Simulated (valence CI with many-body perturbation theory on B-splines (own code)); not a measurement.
Values are calculated unless marked as measured or tabulated.
# Tl⁶⁷⁺: magnetic and hyperfine properties of the levels

Method: relativistic CI+MBPT: four valence electrons over a frozen Dirac-Fock core [Ne], radial functions for each j: 11 s, 11 p, 10 d, 8 f, 5 g, 2 h, with the one-electron correlation potential Σ1 (screened to all orders), the two-electron term Σ2, the three-electron term Σ3, Breit, model QED; selected single and double excitations, second order for the rest, scaled by the run's own slope (own B-spline code, finite nucleus).

No measured spectrum was set against this ion. As an estimate, large intervals hold to a few tenths of a per cent, small ones and those within an open d or f shell to about a per cent. Among the levels kept, up to 580 cm⁻¹ of a level comes from second order outside the variational space, and about a tenth of that is noise between levels of different J, which matters for small intervals.

A/g_I is the dipole constant over the nuclear g factor μ/I (μ in nuclear magnetons, uniformly magnetised nucleus), B/Q the quadrupole constant per barn. Both hold the static response of the core; the bare values leave it out. Large factors of s and p1/2 electrons are usually good to 5 to 10 %; those of open d and f shells near neutrality can be off by tens of per cent, and small factors of p3/2, d and f electrons come from cancelling terms and can be off by a factor of two or in sign, in half-filled shells by more. B is blank for J = 1/2, where it vanishes, and for nearly pure S terms. Energies count from the lowest level. Levels with J = 0 are left out.

Levels are named by their leading jj configuration (3d3/2^4 stands for four electrons in 3d with j = 3/2), which in mixed levels can hold well under half, so a name can repeat and another be missing. Letters in brackets count levels of one name in rising energy.

```tsv
Level	E (eV)	g	A/g_I (MHz)	A/g_I bare	B/Q (MHz/b)	B/Q bare
(3s^2 3p1/2 3p3/2) J=1	542.8	1.486	-385000	-374000	303000	299000
(3s^2 3p1/2 3p3/2) J=2	553.0	1.156	977000	964000	572000	566000
(3s 3p1/2^2 3p3/2) J=2	739.0	1.507	2400000	2360000	573000	567000
(3s 3p1/2^2 3p3/2) J=1	768.6	1.048	-1600000	-1570000	296000	293000
(3s^2 3p1/2 3d3/2) J=2	789.6	0.751	884000	874000	123000	126000
(3s^2 3p1/2 3d3/2) J=1	840.9	0.885	-824000	-801000	105000	105000
(3s^2 3p1/2 3d5/2) J=2	935.6	1.279	-379000	-367000	92200	94300
(3s^2 3p1/2 3d5/2) J=3	937.3	1.099	556000	551000	99300	102000
(3s 3p1/2^2 3d3/2) J=1	990.8	0.450	-2020000	-1980000	52200	53600
(3s 3p1/2^2 3d3/2) J=2	999.2	1.113	2310000	2270000	101000	104000
(3s^2 3p3/2^2) J=2	1104.0	1.311	301000	300000	33100	32700
(3s 3p1/2^2 3d5/2) J=3	1131.3	1.335	1530000	1510000	96700	99500
(3s 3p1/2^2 3d5/2) J=2	1147.1	1.029	-1380000	-1350000	76400	79000
(3s 3p1/2 3p3/2^2) J=2 [a]	1270.4	1.527	1510000	1490000	95700	94500
(3s 3p1/2 3p3/2^2) J=3	1291.9	1.308	2100000	2060000	25300	25100
(3s 3p1/2 3p3/2^2) J=2 [b]	1319.9	1.085	245000	246000	-22900	-22400
(3s 3p1/2 3p3/2^2) J=1 [a]	1321.2	1.264	1600000	1570000	-408000	-403000
(3s 3p1/2 3p3/2^2) J=1 [b]	1334.3	1.331	1610000	1580000	331000	327000
(3s^2 3p3/2 3d3/2) J=3	1374.1	1.073	288000	288000	672000	668000
(3s^2 3p3/2 3d3/2) J=1	1381.4	1.114	369000	368000	-299000	-297000
(3s^2 3p3/2 3d3/2) J=2	1381.4	1.055	3250	9450	-40400	-39900
(3s^2 3p3/2 3d5/2) J=4	1470.9	1.234	151000	153000	737000	733000
(3s^2 3p3/2 3d5/2) J=2	1482.5	1.218	99900	103000	-391000	-386000
(3s 3p1/2 3p3/2 3d3/2) J=2 [a]	1501.3	1.144	594000	589000	-20600	-20300
(3s^2 3p3/2 3d5/2) J=3	1506.4	1.203	168000	169000	-29400	-26400
(3s 3p1/2 3p3/2 3d3/2) J=1 [a]	1511.1	1.117	847000	837000	-276000	-274000
(3s 3p1/2 3p3/2 3d3/2) J=3 [a]	1517.5	1.120	1360000	1340000	209000	208000
(3s^2 3p3/2 3d5/2) J=1	1518.4	1.070	-46100	-40100	98900	98900
(3p1/2^2 3p3/2^2) J=2	1525.9	1.203	824000	815000	-48800	-48900
(3s 3p1/2 3p3/2 3d3/2) J=4	1537.0	1.144	1640000	1620000	602000	598000
(3s 3p1/2 3p3/2 3d3/2) J=2 [b]	1552.3	0.908	1030000	1020000	-206000	-203000
(3s 3p1/2 3p3/2 3d3/2) J=3 [b]	1560.4	1.231	1380000	1360000	518000	514000
(3s 3p1/2 3p3/2 3d3/2) J=1 [b]	1565.4	1.649	3430000	3370000	208000	206000
(3s 3p1/2 3p3/2 3d3/2) J=2 [c]	1569.1	1.345	1380000	1370000	209000	205000
```

(1) Take the isotope of mass number 203, with I = 1/2, μ = 1.616 μN. What is the hyperfine structure of (3s 3p1/2^2 3p3/2) J=1?

## Answers

(1) From the table A = -5180000 MHz. Shifts from the centre of gravity in MHz: F = 1/2: 5180000, F = 3/2: -2590000.
